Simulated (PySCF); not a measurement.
A structure optimised at PBE-D3(BJ)/def2-SVP, used in a PySCF frequency run:

```
O
C 1 1.4077
H 2 1.1122 1 110.09
H 2 1.1122 3 107.58 1 -119.97
H 2 1.1139 3 107.96 4 -116.27
Al 1 1.6977 2 136.26 3 120.78
Br 6 2.2449 1 117.97 2 180.00
Br 6 2.2573 1 120.74 2 0.00
```
Charge 0, spin multiplicity 1.

Problem. Write its SMILES, formula and point group.

Solution. C[O][Al]([Br])[Br], CH3AlBr2O, Cs

Problem. What are its rotational constants (standard atomic weights)?

Solution. 1.6708, 0.79380, 0.54000 GHz
